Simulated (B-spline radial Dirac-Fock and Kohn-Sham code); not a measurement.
## X-ray lines that fill the 3d3/2 vacancy in In

System: neutral indium, 1s2 2s2 2p6 3s2 3p6 3d10 4s2 4p6 4d10 5s2 5p1.

Input of the calculation (task.json; shells as n, l, electrons):

```json
{"items": [{
  "Z": 49,
  "q": 0,
  "cfg": [[1, 0, 2], [2, 0, 2], [2, 1, 6], [3, 0, 2], [3, 1, 6], [3, 2, 10], [4, 0, 2], [4, 1, 6], [4, 2, 10], [5, 0, 2], [5, 1, 1]],
  "A": 115,
  "rrms": 4.6156,
  "do": ["binding", "quiet", "decay"],
  "holes": ["K", "L1", "L2", "L3", "M1", "M2", "M3", "M4", "M5", "N1", "N2", "N3", "N4", "N5"]
}]}
```

Launch: `python xray_run.py task.json out`

Method: one-electron (LDA, Dirac) transition rates at Dirac-Fock energies. Computed with a radial finite-basis atomic code.

```tsv
line	multipole	energy (eV)	width (meV)	share (%)
Mζ2 (M4-N2)	E1	362.2	0.109	84.6
M4-N3	E1	368.8	0.0181	14.0
M4-N4	E2	434.7	5.25e-05	0.0407
M4-O2	E1	453.7	0.00145	1.12
M4-O3	E1	454.0	0.000237	0.184
```

The listed lines hold 100.0 % of the radiative rate. The radiative width is 0.000129 eV in the length form and 0.000140 eV in the velocity form; the two differ because the transition energies are not eigenvalue differences of the potential that gave the orbitals.
